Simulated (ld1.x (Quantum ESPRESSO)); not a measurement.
How hard is this tungsten (W) RRKJ potential?

ld1.x (Quantum ESPRESSO) 7.5 input, shortened:

```
&input
   title='W', zed=74., rel=1, dft='PZ', iswitch=3,
   config='[Xe] 4f14 5d4 6s1.5 6p0'
 /
 &inputp
   pseudotype=2, tm=.false., rho0=0.01, lloc=0,
   nlcc=.true., new_core_ps=.true., rcore=0.85
 /
3
5P  2  1   6.00   0.00  1.50  1.50  0.0
5D  3  2   4.00   0.00  2.45  2.45  0.0
6S  1  0   1.50   0.00  2.40  2.40  0.0
 &test
   configts(1)='5p6 5d4 6s1.5 6p0'
 /
```

The pseudo-atom Hamiltonian at the reference potential is diagonalised in spherical Bessel functions j_l(qr) that vanish at 20 bohr, with q² up to the cutoff. All-electron valence levels (Ry): 5p -3.4562, 6p -0.3028, 5d -0.6035, 6s -0.6692.

Question: How do the lowest levels (Ry) of each channel move with the cutoff, and are there ghosts?

Answer:

```
cutoff (Ry)     p #1     p #2     d #1     s #1    f #1  Σ f·Δε (mRy)
          8  -2.5920  -0.2372  -0.2744  -0.6636  0.0320        6510.8
         15  -3.2606  -0.2545  -0.5348  -0.6684  0.0320        1450.3
         21  -3.2707  -0.2546  -0.5995  -0.6689  0.0320        1130.3
         35  -3.3756  -0.2564  -0.6035  -0.6692  0.0320         484.3
         50  -3.4446  -0.2576  -0.6035  -0.6692  0.0320          70.5
         70  -3.4559  -0.2578  -0.6035  -0.6692  0.0320           2.7
         90  -3.4560  -0.2578  -0.6035  -0.6692  0.0320           1.6
        120  -3.4563  -0.2578  -0.6035  -0.6692  0.0320           0.4
        400  -3.4563  -0.2578  -0.6035  -0.6692  0.0320           0.0
```

Result: no extra level below or beside the all-electron valence levels (p, d, s, f tested); 10 mRy is reached at 70 Ry and 1 mRy at 100 Ry.

Its largest configuration-test error is -1238 meV.
